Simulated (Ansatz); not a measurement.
Two isomers of C2H8O2Si: A = `COC(O)[SiH3]`, B = `CC(O)[SiH2]O`.

Calculated with Ansatz (gas phase, PBE0-D4/def2-TZVP geometries, no zero-point term in ΔE). CCSD(T)/CBS is the MP2 limit (def2-TZVPP, def2-QZVPP) plus CCSD(T) − MP2 in def2-TZVPP, frozen cores. DFT in def2-TZVPP. B3LYP here is the variant with VWN-RPA as its local correlation; programs differ in this. Each species was taken in one conformer, which may not be the lowest.

Q: Which is lower in electronic energy at CCSD(T)/CBS, and by how much? (Estimate.)

A: Ansatz gave: B, by 206.2 kJ/mol.

Q: Give E(B) − E(A) in kJ/mol with CCSD(T)/def2-SVP, ωB97M-V, HF/def2-TZVPP, CCSD(T)/def2-TZVPP, B3LYP, MP2/def2-TZVPP, CCSD/def2-TZVPP. (Estimate.)

A: The calculation gave: CCSD(T)/def2-SVP -168.7, ωB97M-V -199.8, HF/def2-TZVPP -194.4, CCSD(T)/def2-TZVPP -199.7, B3LYP -191.4, MP2/def2-TZVPP -212.1, CCSD/def2-TZVPP -200.9. None reverses the order clearly.

Q: Does the order hold for the free energy at 298.15 K (harmonic terms from PBE0-D4)? (Estimate.)

A: Ansatz gave: Yes: G(B) − G(A) = -200.3 kJ/mol, for one conformer each.

Largest T1 diagnostic: 0.012.

Leaving LDA and LC-ωPBE aside and taking each functional with its dispersion term where it has one, the values, not all of them listed here, spread over 16.4 kJ/mol, from PBE-QIDH to revPBE-D4. From PBE to PBE0 (25 % exact exchange), in def2-TZVPP and without D4, E(B) − E(A) moves by −6.9 kJ/mol.
